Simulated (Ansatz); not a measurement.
`[F][Zn][CH2]Cl` + `O[SiH3]` → `[F][Zn][O][SiH3]` + `CCl`  (ligand exchange at a Zn–C bond)

Program: Ansatz. Geometries: PBE0-D4/def2-TZVP. ΔE: electronic, gas phase. CCSD(T)/CBS adds triple-zeta CCSD(T) − MP2 to the extrapolated MP2 energy (def2 sets, frozen cores). This one scheme is used for every species. DFT in def2-TZVPP. B3LYP here is the variant with VWN-RPA as its local correlation; programs differ in this. HSE06 is defined as in plane-wave codes. For Zn outer-core shells are correlated without core-valence functions, which leaves a few kJ/mol of doubt a bond. Scalar relativity is left out up to krypton. Each species was taken in one conformer, which may not be the lowest.

`[F][Zn][CH2]Cl`:

Cartesian coordinates in Å:
```
F 0.147 -1.166 2.735
Zn -0.020 -0.505 1.126
C -0.178 0.231 -0.647
Cl 1.400 0.933 -1.126
H -0.916 1.031 -0.700
H -0.434 -0.524 -1.388
```

`O[SiH3]`:

Cartesian coordinates in Å:
```
O -1.113 -0.630 0.086
Si 0.246 0.272 -0.147
H -1.088 -1.311 0.759
H 0.631 1.016 1.084
H -0.081 1.227 -1.231
H 1.404 -0.573 -0.551
```

`[F][Zn][O][SiH3]`:

```xyz
7

F    -2.071    1.578    2.671
Zn   -1.325    0.900    1.258
O    -0.637    0.236   -0.203
Si    0.692   -0.501   -0.787
H     0.494   -0.767   -2.235
H     1.903    0.350   -0.614
H     0.943   -1.795   -0.090
```

`CCl`:

Cartesian coordinates in Å:
```
C 0.054 -0.100 -0.092
Cl -0.597 1.113 1.026
H 1.119 0.078 -0.216
H -0.459 -0.003 -1.047
H -0.117 -1.088 0.329
```

```csv
level,ΔE (kcal/mol),difference from CCSD(T)/CBS
PBE-D4,-11.9,4.7
revPBE-D4,-12.1,4.5
BLYP-D4,-13.7,2.9
r2SCAN-D4,-14.6,2.0
B97M-V,-16.0,0.6
PBE0-D4,-13.7,2.9
B3LYP-D4,-15.0,1.6
r2SCAN0-D4,-15.5,1.1
HSE06-D4,-13.7,2.9
BHLYP-D4,-17.4,-0.8
CAM-B3LYP-D4,-16.1,0.5
ωB97X-V,-16.0,0.6
ωB97M-V,-14.4,2.2
B2PLYP,-16.2,0.4
PBE-QIDH,-16.0,0.6
PBE,-12.0,4.6
revPBE,-12.3,4.3
BLYP,-13.8,2.8
r2SCAN,-14.6,2.0
PBE0,-13.7,2.9
B3LYP,-15.1,1.5
r2SCANh,-15.0,1.6
HSE06,-13.7,2.9
BHLYP,-17.4,-0.8
CAM-B3LYP,-16.1,0.5
LC-ωPBE,-15.5,1.1
HF/def2-SVP,-23.5,-6.9
MP2/def2-SVP,-20.9,-4.3
CCSD/def2-SVP,-21.3,-4.7
CCSD(T)/def2-SVP,-20.8,-4.2
HF/def2-TZVPP,-21.6,-5.0
MP2/def2-TZVPP,-16.4,0.2
CCSD/def2-TZVPP,-17.4,-0.8
CCSD(T)/def2-TZVPP,-16.7,-0.1
HF/def2-QZVPP,-22.8,-6.2
MP2/def2-QZVPP,-16.7,-0.1
SCS-MP2/def2-QZVPP,-18.1,-1.5
HF/CBS(def2),-22.9,-6.3
MP2/CBS(def2),-16.3,0.3
CCSD/CBS(def2),-17.3,-0.7
CCSD(T)/CBS,-16.6,0
```

Largest T1 diagnostic among the species: 0.017.

In def2-TZVPP, CCSD(T) changes the Hartree–Fock value by +5.0 kcal/mol (the triples alone add +0.8 kcal/mol) and MP2 by +5.2 kcal/mol. From PBE to PBE0 (25 % exact exchange), in def2-TZVPP and without D4, ΔE moves by −1.8 kcal/mol. At CCSD(T), def2-SVP lies −4.2 kcal/mol from the extrapolated value and def2-TZVPP −0.1 kcal/mol.
